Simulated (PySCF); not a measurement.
Molfile (atoms numbered from 1):
```
C4H14AlN
     RDKit          3D

 20 19  0  0  0  0  0  0  0  0999 V2000
    2.5217   -0.4581    0.2086 C   0  0  0  0  0  0  0  0  0  0  0  0
    1.1593    0.2317   -1.0538 Al  0  0  0  0  0  4  0  0  0  0  0  0
   -0.6421    0.0997   -0.0048 N   0  0  0  0  0  0  0  0  0  0  0  0
   -1.6950    0.6288   -0.8790 C   0  0  0  0  0  0  0  0  0  0  0  0
   -0.9070   -1.3064    0.3175 C   0  0  0  0  0  0  0  0  0  0  0  0
   -0.5464    0.9009    1.2194 C   0  0  0  0  0  0  0  0  0  0  0  0
    2.6261    0.1462    1.1262 H   0  0  0  0  0  0  0  0  0  0  0  0
    2.3562   -1.5061    0.5134 H   0  0  0  0  0  0  0  0  0  0  0  0
    3.5104   -0.4381   -0.2834 H   0  0  0  0  0  0  0  0  0  0  0  0
    1.1568    1.8213   -1.3293 H   0  0  0  0  0  0  0  0  0  0  0  0
    0.7721   -0.7145   -2.3018 H   0  0  0  0  0  0  0  0  0  0  0  0
   -1.4685    1.6739   -1.1295 H   0  0  0  0  0  0  0  0  0  0  0  0
   -2.6806    0.5747   -0.3833 H   0  0  0  0  0  0  0  0  0  0  0  0
   -1.7216    0.0468   -1.8102 H   0  0  0  0  0  0  0  0  0  0  0  0
   -0.9341   -1.8937   -0.6103 H   0  0  0  0  0  0  0  0  0  0  0  0
   -0.1014   -1.6960    0.9539 H   0  0  0  0  0  0  0  0  0  0  0  0
   -1.8704   -1.4140    0.8469 H   0  0  0  0  0  0  0  0  0  0  0  0
    0.2437    0.4949    1.8648 H   0  0  0  0  0  0  0  0  0  0  0  0
   -0.2860    1.9359    0.9581 H   0  0  0  0  0  0  0  0  0  0  0  0
   -1.5035    0.8934    1.7706 H   0  0  0  0  0  0  0  0  0  0  0  0
  1  2  1  0
  2  3  1  0
  3  4  1  0
  3  5  1  0
  3  6  1  0
  1  7  1  0
  1  8  1  0
  1  9  1  0
  2 10  1  0
  2 11  1  0
  4 12  1  0
  4 13  1  0
  4 14  1  0
  5 15  1  0
  5 16  1  0
  5 17  1  0
  6 18  1  0
  6 19  1  0
  6 20  1  0
M  CHG  2   2  -1   3   1
M  END
```

PySCF 2.14 calculation with PBE0-D3(BJ)/def2-SVP geometry and shielding tensors at PBE0/pcSseg-1 (GIAO); no solvent model, a single conformation, one averaged value for each set of equivalent atoms, non-relativistic.

Scale: ¹³C, ¹H vs TMS; AlH4- for ²⁷Al; ¹⁵N against NH3 (reference shieldings calculated alike).

```csv
atoms,nucleus,count,δ (ppm)
H12/H13/H14/H15/H16/H17/H18/H19/H20,¹H,9,?
Al2,²⁷Al,1,95.7
C1,¹³C,1,-12.7
H7/H8/H9,¹H,3,-0.71
N3,¹⁵N,1,42.9
H10/H11,¹H,2,?
C4/C5/C6,¹³C,3,47.5
```

**Question.** Complete the table.

**Answer.** 
- H10/H11: 3.99 ppm, hydrogen on an aluminium bonded to C, N
- H12/H13/H14/H15/H16/H17/H18/H19/H20: 2.35 ppm, hydrogen on a methyl carbon bonded to N; its carbon carries N, which withdraws density

Hydrides on Al or Ga are broadened by the quadrupolar metal nucleus. Shifts are as computed. Against solution values, carbons near 30 ppm lie about +2 ppm off and those near 130 ppm about +5 ppm. Of 1211 compounds with measured shifts, 218 miss one by over three times the rms of a fit or turn the order of signals round; such compounds aren't used in these exercises. Experimental scales use liquid or dissolved standards, which lie at an offset from isolated NH3 (liquid NH3: subtract about 20 ppm).
